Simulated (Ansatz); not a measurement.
Stretching the Ge1–O2 bond in GeO (multiplicity 1 held). Energies count from the point at 1.632 Å.


Restricted levels (R-, RO-) in cc, def2 and unpolarised 6-31G sets keep to the state of the molecule at rest. Active spaces are followed from rest. Curves can end on different states.

Frozen-core correlation. Filled d and f shells under p-block atoms count as core.

The values were computed with Ansatz (Gaussian orbitals). Values without a source in brackets are computed.

R-PBE/cc-pVTZ gives 213.61 kcal/mol for the energy at R = 6.530 Å.

Predict the shift from PBE, with its sign, for: R-r2SCAN/cc-pVTZ, R-B3LYP/cc-pVTZ, R-wB97X-V/cc-pVTZ, R-MP2/cc-pVTZ, SC-NEVPT2 on CASSCF(10,8)/cc-pVTZ, FIC-MRCISD+Q on CASSCF(10,8)/cc-pVTZ.

R-r2SCAN/cc-pVTZ 21.07; R-B3LYP/cc-pVTZ 18.38; R-wB97X-V/cc-pVTZ 28.20; R-MP2/cc-pVTZ 49.14; SC-NEVPT2 on CASSCF(10,8)/cc-pVTZ -61.97; FIC-MRCISD+Q on CASSCF(10,8)/cc-pVTZ -61.48 kcal/mol. 4 of 6 lie above PBE; the widest gap is to SC-NEVPT2 on CASSCF(10,8)/cc-pVTZ.

Doubts at one or more of the structures used: a restricted determinant that unrestricted orbitals would lower (R-PBE/cc-pVTZ, R-r2SCAN/cc-pVTZ, R-B3LYP/cc-pVTZ, R-wB97X-V/cc-pVTZ, R-MP2/cc-pVTZ).

Ansatz is an electronic-structure program.
